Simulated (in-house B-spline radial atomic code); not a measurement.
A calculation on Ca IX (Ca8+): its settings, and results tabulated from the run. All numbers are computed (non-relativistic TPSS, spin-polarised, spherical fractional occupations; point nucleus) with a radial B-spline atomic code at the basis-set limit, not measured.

Command:
```bash
python run_scf.py task.json out
```
Settings:
```
Z                20
configuration    [Ne] 3s2
hamiltonian      nr
method           tpss,tpss
spin_polarised   True
```

Output (hartree, bohr):
```
 radial grid: 42 intervals, B-splines of order 8, outer radius 7.931 bohr

 iter        energy (Eh)    residual
    1        -655.432726    3.40e-02
    2        -655.433721    7.86e-04
    3        -655.433722    4.14e-04
    4        -655.433722    2.18e-04
    5        -655.433722    1.18e-05
    6        -655.433722    1.85e-06
    7        -655.433722    7.89e-08

 total energy                      -655.43372
 kinetic                             654.9930
 electron-nucleus                  -1476.9035
 Hartree                             197.9923
 exchange-correlation                -31.5156

 orbital      occ     eigenvalue          <r>       <r^2>       <1/r>     <1/r^2>     <1/r^3>       r_max
 1s up      1.000      -151.1024     0.077277  0.00801606     19.5498     770.225           -      0.0508
 1s down    1.000      -151.1024     0.077277  0.00801606     19.5498     770.225           -      0.0508
 2s up      1.000       -21.1291     0.362863    0.155519      4.0469      67.259           -      0.3002
 2s down    1.000       -21.1291     0.362863    0.155519      4.0469      67.259           -      0.3002
 2p up      3.000       -18.3258     0.324399    0.129672     3.97308     21.8045     186.936      0.2454
 2p down    3.000       -18.3258     0.324399    0.129672     3.97308     21.8045     186.936      0.2454
 3s up      1.000        -6.5423      1.00474     1.14599      1.4067     12.1849           -      0.9218
 3s down    1.000        -6.5423      1.00474     1.14599      1.4067     12.1849           -      0.9218
```

Time taken, with all properties: 0.22 s on 1 thread of Arm Neoverse N1, with other jobs on the host.
